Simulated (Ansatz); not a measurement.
Calculated with Ansatz (gas phase, PBE0-D4/def2-TZVP geometries, no zero-point term in ΔE). CCSD(T)/CBS adds triple-zeta CCSD(T) − MP2 to the extrapolated MP2 energy (def2 sets, frozen cores). This one scheme is used for every species. DFT in def2-TZVPP. HSE06 is defined as in plane-wave codes. Each species was taken in one conformer, which may not be the lowest.

Reaction (silylene formation by 1,1-elimination): `CS[SiH2]N` → CH₃SH + `N[SiH]`

CCSD(T)/CBS gives +223.7 kJ/mol.

Q: Another level gave +211.5 kJ/mol. Which?
A. BLYP/def2-TZVPP
B. HSE06/def2-TZVPP
C. HSE06-D4/def2-TZVPP
D. CCSD/def2-TZVPP

A: D. CCSD/def2-TZVPP 211.5, BLYP 180.1, HSE06-D4 231.7, HSE06 222.9 kJ/mol.

Largest T1 diagnostic among the species: 0.015.

From BLYP to BHLYP (50 % exact exchange), in def2-TZVPP and without D4, ΔE moves by +35.3 kJ/mol. Leaving LDA and LC-ωPBE aside and taking each functional with its dispersion term where it has one, the values, not all of them listed here, spread over 41.3 kJ/mol, from BLYP-D4 to r2SCAN0-D4. LDA lies +31.0 kJ/mol from PBE without D4. At CCSD(T), def2-SVP lies −30.3 kJ/mol from the extrapolated value and def2-TZVPP −9.5 kJ/mol.

CCSD(T)/CBS has its own doubt, a few kJ/mol and more with outer-core shells, so smaller differences from it don't rank the levels.
